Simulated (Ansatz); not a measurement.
Geometry optimisation, RKS r2SCAN-D4/def2-SVP in Ansatz.

The input (input.yaml):

```yaml
crystal:
  periodic: [false, false, false]
  atoms:
    - { symbol: Ga, position_ang: [0.0, 0.0, 0.0] }
    - { symbol: C, position_ang: [0.0, 0.0, 1.98] }
    - { symbol: H, position_ang: [-0.9996, -0.3092, 2.3505] }
    - { symbol: H, position_ang: [0.7676, -0.7111, 2.3505] }
    - { symbol: H, position_ang: [0.232, 1.0203, 2.3505] }
    - { symbol: C, position_ang: [1.7147, 0.0, -0.99] }
    - { symbol: H, position_ang: [2.0443, -1.0462, -1.1602] }
    - { symbol: H, position_ang: [1.5782, 0.508, -1.9674] }
    - { symbol: H, position_ang: [2.4842, 0.5381, -0.3982] }
    - { symbol: H, position_ang: [-1.3596, 0.0, -0.785] }
basis:
  gaussian: { orbitals: def2-SVP }
hamiltonian:
  xc: r2scan
  dispersion: d4
relax:
  f_tol: 0.02
  max_steps: 40
output:
  orbitals: {}
```

Launched with:

```bash
$ ansatz run input.yaml --threads 4 --pin off --max-ram 5120MiB --backend cpu --events-out ev --progress --plain --runs-dir out
```

Question: Where does it end, and by what steps?

Answer: It converged. The force dipped under the threshold on the way, but the program's further checks kept it going. After 13 steps the energy has fallen by 0.034 eV; H9 moved furthest, 0.29 Å.

```tsv
step	energy less start (eV)	largest force component (eV/Å)	accepted
0	0.0000	0.336	yes
1	-0.0280	0.155	yes
2	-0.0309	0.043	yes
3	-0.0313	0.019	yes
4	-0.0317	0.043	yes
5	-0.0319	0.086	yes
6	-0.0324	0.058	yes
7	-0.0331	0.038	yes
8	-0.0285	0.271	no
9	-0.0300	0.177	no
10	-0.0334	0.011	yes
11	-0.0337	0.009	yes
12	-0.0274	0.335	no
13	-0.0339	0.003	yes
```

```xyz
10
Properties=species:S:1:pos:R:3
Ga 0.015 -0.003 0.010
C -0.012 0.014 1.977
H -0.907 -0.473 2.393
H 0.887 -0.452 2.412
H -0.028 1.064 2.320
C 1.710 -0.018 -0.988
H 1.891 -1.039 -1.370
H 1.672 0.643 -1.869
H 2.576 0.262 -0.368
H -1.343 0.003 -0.788
```

Whether the end is a true minimum wasn't checked by a vibrational analysis.

Run time: 20 s on 4 threads of Arm Neoverse V2, on a shared host, peak memory 0.16 GiB.
